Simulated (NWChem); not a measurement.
MgSiH$_{3}$I; SMILES [I][Mg][SiH3]

All runs: NWChem. Geometry: optimised at PBE0/def2-SVP. def2 effective core potentials on I; no spin-orbit coupling. Vertical excitations in the gas phase.

**Question.** Predict the results for LRC-wPBEh/def2-SVP, TDA. Quantities: lowest excitation, singlet (eV); oscillator strength of that lowest state; lowest state with f > 0.02, singlet (eV); oscillator strength of that bright state; orbital gap (eV).

**Answer.** 
```yaml
lowest excitation, singlet (eV): 5.31
oscillator_strength_of_that_lowest_state: 0.000
lowest state with f > 0.02, singlet (eV): 5.50
oscillator_strength_of_that_bright_state: 0.135
orbital gap (eV): 9.38
```
